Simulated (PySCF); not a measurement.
Species: C6H16N2.
SMILES: `[C@@H](C)(CC)N(C)NC`

Computed with PySCF, TDDFT CAM-B3LYP/def2-SVPD, vertical, gas phase, core orbitals frozen in the response. Geometry: PBE0-D3(BJ)/def2-SVP, one conformer, isolated molecule. Torsions of this conformer, `[CH3:1][CH2:2][C@@H:3]([CH3:4])[N:5]([CH3:6])[NH:7][CH3:8]`: C1–C2–C3–C4 178°, C2–C3–N5–C6 -67°, C3–N5–N7–C8 -140°.

Computed states:

| state | E (eV) | f |
| --- | --- | --- |
| S1 | 6.10 | 0.015 |
| S2 | 6.32 | 0.0035 |
| S3 | 6.76 | 0.019 |
| S4 | 6.92 | 0.013 |
| S5 | 7.04 | 0.0083 |
| S6 | 7.13 | 0.016 |
| S7 | 7.48 | 0.013 |
| S8 | 7.53 | 0.0091 |
| S9 | 7.63 | 0.017 |
| S10 | 7.76 | 0.025 |

Broadening: Gaussians 0.4 eV wide at half height, area fixed by f = 4.319×10⁻⁹ ∫ε dν̃. The width is an assumption, not a result. The curve ends short of the highest state used, and states not computed would add to its high-energy end.

Task: Give the broadened spectrum and its maxima.

Result: 
(λ (nm), ε (L mol⁻¹ cm⁻¹)): (173.1, 2138), (174.1, 2308), (175.0, 2449), (176.0, 2575), (177.0, 2658), (177.9, 2692), (178.9, 2685), (179.8, 2638), (180.8, 2543), (181.7, 2419), (182.7, 2243), (183.6, 2054), (184.6, 1821), (185.5, 1600), (186.5, 1356), (187.4, 1149), (188.4, 947), (189.3, 796), (190.3, 669), (191.2, 594), (192.2, 552), (193.1, 548), (194.1, 578), (195.0, 629), (196.0, 706), (196.9, 786), (197.9, 880), (198.8, 962), (199.8, 1043), (200.8, 1104), (201.7, 1138), (202.7, 1148), (203.6, 1132), (204.6, 1087), (205.5, 1024), (206.5, 935), (207.4, 842), (208.4, 732), (209.3, 631), (210.3, 523), (211.2, 432), (212.2, 342), (213.1, 271), (214.1, 205), (215.0, 157), (216.0, 114), (216.9, 84), (217.9, 58), (218.8, 42), (219.8, 28), (220.7, 19), (221.7, 12), (222.7, 8), (223.6, 5), (224.6, 3), (225.5, 2)

Maxima: 203 nm (6.12 eV), ε about 1100, made up of S1 (90%); 178 nm (6.96 eV), ε about 2700, made up of S3 (25%), S4 (31%), S5 (18%) and S6 (25%) (ε in L mol⁻¹ cm⁻¹; maxima over ε = 5, shares over 10%).

Task: Does any computed singlet lie in the visible range?

Result: No computed singlet lies in the visible range (380 to 750 nm); the lowest, at 203 nm, stands 2.84 eV above its violet end (3.26 eV).

Task: On this curve, what absorbance would a 10⁻³ mol/L sample give at 193 nm over a 1 cm path?

Result: 193 nm is 6.424 eV, where ε is about 550 L mol⁻¹ cm⁻¹, so A = ε c l ≈ 0.55 (Beer–Lambert, with the gas-phase spectrum and the assumed width).

Task: What would ε be at 6.96 eV, the highest of these maxima, with half the width (0.2 eV)?

Result: About 2780 L mol⁻¹ cm⁻¹ against 2700, a factor of about 1.0; a lone state at its own centre would give exactly 2.

The vertical ionisation energy (ΔSCF) is 8.15 eV, 0.39 eV above S10.

Without π bonds the low states are Rydberg-like; a valence basis with one diffuse set may place them up to an eV too high.
